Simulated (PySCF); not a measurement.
**Br²⁺: excitation energy**

Br²⁺ [Ar] 3d10 4s2 4p3 (4S) → Br²⁺ [Ar] 3d10 4s1 4p4 (4P), as a difference of total energies. Computed with PySCF 2.14 in x2c-QZVPPall (11s8p5d4f1g, 97 functions), with scalar relativity by spin-free X2C-1e. Correlated levels: valence: [Ar] 3d10 frozen; valence and next inner shell: [Ne] frozen. The calculations carry no spin-orbit coupling.

```tsv
method	excitation energy (eV)
UHF	13.165
LDA	13.524
PBE	13.388
PBE0	13.382
r2SCAN	13.080
B2PLYP	13.342
M06-2X	13.021
revPBE	13.259
r2SCAN0	13.150
ROHF	13.236
MP2 (valence)	13.119
SCS-MP2 (valence)	13.111
MP2 (valence and next inner shell)	13.386
SCS-MP2 (valence and next inner shell)	13.318
```

Q: How much does correlation contribute at MP2 (valence and next inner shell)?

A: 13.386 − (13.165) = 0.221 eV, measured against UHF.

A first-order spin-orbit estimate (lowest level to lowest level, LS coupling) adds -0.200 eV.
